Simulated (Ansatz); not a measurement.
`[CH3][Y]([OH])[F]` and `[OH][Y]([OH])[F]` differ in one atom or group.

Ansatz, PBE0-D4/def2-TZVP geometries, multiplicity 1. Each molecule was computed in one conformer, which needn't be the lowest.

Elements past krypton have def2 core potentials.

| property | `[CH3][Y]([OH])[F]` |
| --- | --- |
| HOMO–LUMO gap (PBE0/def2-TZVPP) / eV | 4.77 |
| HOMO–LUMO gap (ωB97M-V/def2-TZVPP) / eV | 8.20 |
| LUMO energy (B3LYP/def2-TZVPP) / eV | -2.18 |
| size of the dipole moment (B3LYP/def2-TZVPP) / D | 2.74 |
| HOMO–LUMO gap (PBE/def2-TZVPP) / eV | 2.77 |
| HOMO energy (B3LYP/def2-TZVPP) / eV | -6.36 |

Q: What does the change do to each property? (Estimate.)

A: Ansatz gave: 
| property | `[OH][Y]([OH])[F]` | shift |
| --- | --- | --- |
| HOMO–LUMO gap (PBE0/def2-TZVPP) / eV | 6.79 | 2.02 |
| HOMO–LUMO gap (ωB97M-V/def2-TZVPP) / eV | 10.52 | 2.32 |
| LUMO energy (B3LYP/def2-TZVPP) / eV | -2.02 | 0.16 |
| size of the dipole moment (B3LYP/def2-TZVPP) / D | 2.43 | -0.31 |
| HOMO–LUMO gap (PBE/def2-TZVPP) / eV | 4.35 | 1.58 |
| HOMO energy (B3LYP/def2-TZVPP) / eV | -8.18 | -1.82 |

With PBE0 the HOMO falls by 1.86 eV and the LUMO rises by 0.16 eV, so the gap widens by about 2.02 eV. PBE moves the HOMO by -1.44 eV and ωB97M-V by -2.09 eV. The zero-point energy changes by -54.4 kJ/mol with -6 modes. Dipoles are sizes alone; their direction can turn.

B3LYP here is the variant with VWN-RPA as its local correlation; programs differ in this.
